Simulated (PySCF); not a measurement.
# What a mistake does to a calculation on BCH7OSi

All numbers below are calculated, not measured. They come from PySCF 2.14.0, an open-source quantum chemistry program, on an isolated molecule that a program drew, which may never have been made. The molecule is BCH7OSi (charge 0, singlet), drawn as the SMILES string `OCB[SiH3]`.

Each row is a Hartree-Fock (HF) and frozen-core CCSD(T) single point in the cc-pV(D+d)Z basis, meant for a local HF minimum. Run 1 is clean. Each other run has one planted mistake out of seven kinds, and not every kind appears here: one electron removed, one electron added, multiplicity raised by two, geometry at a saddle point, minimal basis STO-3G, one bond length entered in bohr, all coordinates scaled. The reference is restricted for singlets and unrestricted otherwise, and also for a bond in bohr. Adding or removing an electron swaps singlet and doublet. Electrons count all cores. HOMO and LUMO are orbital energies over both spins, the gradient is its largest component, and the lowest frequency (negative if imaginary) is given only where the gradient is small. Bond lengths are over the 10 bonds as drawn. T1 is the CCSD diagnostic: over 0.02 (restricted) or 0.045 (unrestricted) a single reference is doubtful.

Geometry of the clean run:
```xyz
11
BCH7OSi, angstrom
O    -2.5214    0.6027    0.5689
C    -2.6598   -0.3719    1.6171
B    -1.2646   -1.0628    1.3305
Si   -1.0113   -2.6151    0.0302
H    -2.0718    1.3629    0.9074
H    -3.5529   -0.9514    1.3921
H    -2.7959    0.1066    2.5888
H    -0.2944   -0.5371    1.8137
H    -2.2696   -2.9962   -0.6604
H     0.0126   -2.3015   -0.9986
H    -0.5355   -3.8014    0.7941
```

```
run,electrons,basis functions,<S^2>,HOMO (eV),LUMO (eV),gradient (hartree/bohr),lowest frequency (cm^-1),mean bond (Å),longest bond (Å),T1,HF (hartree),CCSD(T) (hartree),mistake
1,40,100,0.000,-10.79,2.08,4.5e-05,53,1.3851,2.041,0.0154,-430.38607,-430.97476,no fault
2,40,31,0.000,-8.79,6.74,5.0e-02,-,1.3851,2.041,0.0143,-425.25005,-425.47276,minimal basis STO-3G
3,41,100,0.763,-0.03,8.94,4.7e-02,-,1.3851,2.041,0.0139,-430.34586,-430.95351,one electron added
4,40,100,0.896,-9.15,1.18,5.0e-02,-,1.5260,2.992,0.0270,-430.26806,-430.83066,?
5,40,100,0.000,-10.88,2.45,8.9e-02,-,1.2937,1.906,0.0148,-430.33773,-430.91808,?
```

**Which mistake was planted in run 4, and what did it cost?**

The mean bond changes by a factor of 1.102 and the longest by 1.466, so the molecule wasn't scaled as a whole. A length L in bohr read as angstrom grows by (1/0.5292 - 1) L = 0.890 L. The 10 bonds together grew by 10 x 0.1409 = 1.409 Å, which gives L = 1.584 Å. That is bond C2-B3, 1.583 Å in the clean geometry. So the mistake is: one bond length entered in bohr. Subtracting run 1 and multiplying by 627.51 kcal/mol a hartree, the energy moved by 74.1 kcal/mol in HF and 90.4 kcal/mol in CCSD(T).

**Which mistake was planted in run 5, and what did it cost?**

The mean and the longest bond both change by the same factor, 0.934, and the gradient is no longer small. So the mistake is: all coordinates scaled. Subtracting run 1 and multiplying by 627.51 kcal/mol a hartree, the energy moved by 30.3 kcal/mol in HF and 35.6 kcal/mol in CCSD(T).

Cautions from the logs. Run 3: the added electron raises the CCSD(T) energy, so it isn't bound in this basis.
